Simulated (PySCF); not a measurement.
An element was calculated at r2SCAN (PySCF 2.14, spin-free X2C, a triple-zeta basis, no spin-orbit coupling), in the ground configurations that NIST lists.

- first ionisation energy: 7.790 eV
- second ionisation energy: 21.640 eV
- third ionisation energy: 34.696 eV

Question: Which element is it?

Answer: Silver (Ag, Z = 47), in x2c-TZVPPall. NIST lists 7.576, 21.484, 34.8 ± 0.3 eV for these ionisation energies.
